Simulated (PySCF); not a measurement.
Static response to an electric field

Compound: C7H13P.
Cartesian coordinates in Å at the PBE0-D3(BJ)/def2-SVP level; atoms count from 1:
```
atom  x, y, z in Å
C1    -1.7185   -1.2430   -0.2394
C2    -0.8221   -0.1184    0.2681
C3    -1.6490    1.1261    0.5721
P4     0.4908    0.2842   -1.0152
C5     1.5791   -1.2335   -0.8146
C6     2.5260   -0.9347    0.3102
C7     2.5610    0.3292    0.7438
C8     1.6505    1.3028    0.0549
H9    -2.2272   -0.9494   -1.1723
H10   -2.4969   -1.4824    0.5032
H11   -1.1613   -2.1712   -0.4398
H12   -0.3067   -0.4482    1.1884
H13   -1.0415    1.9493    0.9774
H14   -2.1507    1.4973   -0.3369
H15   -2.4295    0.9000    1.3167
H16    0.9652   -2.1313   -0.6331
H17    2.1260   -1.4269   -1.7548
H18    3.1740   -1.7162    0.7209
H19    3.2407    0.6609    1.5358
H20    2.2242    2.0032   -0.5791
H21    1.0799    1.9307    0.7586
```

Level: B3LYP/def2-SVPD (PySCF), static field, nuclei fixed, core orbitals frozen in the response. The polarisability tensor in these axes (au):

```
x   119.21  -1.01   2.31
y    -1.01 109.53   5.90
z     2.31   5.90  94.11
```

Problem. What are the eigenvalues, a third of the trace, and Δα (Δα² = ½Σ(αi − αj)² over the three pairs)?

Solution. Principal values 91.88, 111.53 and 119.45 au; mean 107.62 au = 15.95 Å³ = 17.74 × 10⁻⁴⁰ C²·m²/J; Δα = 24.58 au (23 % of the mean).

Problem. What is the dipole moment, and where does it point?

Solution. (0.24, -0.39, 1.12) D, 1.21 D in size, pointing from the negative to the positive side. Measured along this direction, the outermost atoms are H9 and H14 at the negative end and H19 and H18 at the positive end.

Problem. Orientational against electronic polarisability at 273 K (dilute gas, rigid molecules)?

Solution. In Gaussian units μ²/3kT = 13.03 Å³ against 15.95 Å³, a ratio of 0.82; the Debye molar polarisation (4π/3)N_A(α + μ²/3kT) is 73.1 cm³/mol, leaving out the vibrational part.

Problem. What are the principal values of the traceless quadrupole moment, Θ = ½Σq(3rr − r²1), about the centre of nuclear charge?

Solution. -4.95, 1.39, 3.57 D·Å. The values depend on the origin, since the dipole doesn't vanish. The electronic extent ⟨r²⟩ about the same centre is 1224 bohr², a root-mean-square distance of 2.21 Å for the 70 electrons.

Problem. Estimate the molar refractivity from the static electronic polarisability.

Solution. Lorentz–Lorenz: R = (4π/3)N_A α = 2.5225 cm³/(mol·Å³) × 15.95 Å³ = 40.2 cm³/mol, in the limit of long wavelengths.

Geometry: PBE0-D3(BJ)/def2-SVP, one conformer, isolated molecule.
